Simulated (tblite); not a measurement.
Species: C₇H₄FN₂ (doublet state).
SMILES with atom numbers: `[H]/[N:7]=[C:6]1\[C@@:3]([C:2]#[C:1])([C:4]#[N:5])[C@H:9]([F:10])[CH2:8]1` (hydrogens: H11 on N7; H12, H13 on C8; H14 on C9)

Computed geometry: GFN2-xTB, gas phase. This method treats the open shell by occupation alone, without spin polarisation.

Task: Give the optimised bond lengths and angles.

Result: 
```json
{"bond": "C1≡C2", "length (Å)": "1.201", "order": "triple"}
{"bond": "C2–C3", "length (Å)": "1.457", "order": "single"}
{"bond": "C3–C4", "length (Å)": "1.436", "order": "single"}
{"bond": "C4≡N5", "length (Å)": "1.144", "order": "triple"}
{"bond": "C3–C6", "length (Å)": "1.557", "order": "single"}
{"bond": "C6=N7", "length (Å)": "1.235", "order": "double"}
{"bond": "C6–C8", "length (Å)": "1.496", "order": "single"}
{"bond": "C8–C9", "length (Å)": "1.537", "order": "single"}
{"bond": "C9–F10", "length (Å)": "1.360", "order": "single"}
{"bond": "C3–C9", "length (Å)": "1.560", "order": "single"}
{"bond": "N7–H11", "length (Å)": "1.014", "order": "single"}
{"bond": "C8–H12", "length (Å)": "1.088", "order": "single"}
{"bond": "C8–H13", "length (Å)": "1.090", "order": "single"}
{"bond": "C9–H14", "length (Å)": "1.094", "order": "single"}
```

Orders are formal, as drawn. A selection of angles:
```json
{"angle": "C1–C2–C3", "degrees": "166.0"}
{"angle": "C2–C3–C4", "degrees": "111.1"}
{"angle": "C2–C3–C6", "degrees": "111.5"}
{"angle": "C2–C3–C9", "degrees": "116.1"}
{"angle": "C4–C3–C6", "degrees": "113.6"}
{"angle": "C4–C3–C9", "degrees": "115.2"}
{"angle": "C6–C3–C9", "degrees": "87.4"}
{"angle": "C3–C4–N5", "degrees": "177.9"}
{"angle": "C3–C6–N7", "degrees": "136.0"}
{"angle": "C3–C6–C8", "degrees": "91.7"}
{"angle": "N7–C6–C8", "degrees": "132.2"}
{"angle": "C6–C8–C9", "degrees": "90.4"}
{"angle": "C8–C9–F10", "degrees": "114.2"}
{"angle": "C3–C9–C8", "degrees": "90.1"}
{"angle": "C3–C9–F10", "degrees": "114.9"}
{"angle": "H11–N7–C6", "degrees": "119.7"}
```

Dihedral angles: C2–C3–C6–N7 -70° (synclinal); C3–C6–C8–C9 5° (synperiplanar); C6–C8–C9–F10 -123° (anticlinal); C2–C3–C9–C8 -108° (anticlinal); H11–N7–C6–C3 3° (synperiplanar).

The 4-membered ring C3–C6–C8–C9 has internal angles of 87.4° to 91.7°; it is slightly puckered (a soft mode that the optimisation may not have finished), 0.03 Å rms from its mean plane, widest ring torsion 5°. The 7 C–C bonds span 1.201 Å (C1≡C2, drawn triple) to 1.560 Å (C3–C9, drawn single), a spread of 0.359 Å. The 2 C–N bonds span 1.144 Å (C4≡N5, drawn triple) to 1.235 Å (C6=N7, drawn double), a spread of 0.091 Å. C6 (carbon bonded to 2 C and N) is planar (angles 136.0°, 132.2° and 91.7°, sum 360.0°, 0.01 Å off the plane of its three neighbours).

Point group: C1 (no symmetry element, even within 0.4 Å). Its GFN2-xTB frequencies are all real (lowest 44 cm⁻¹).
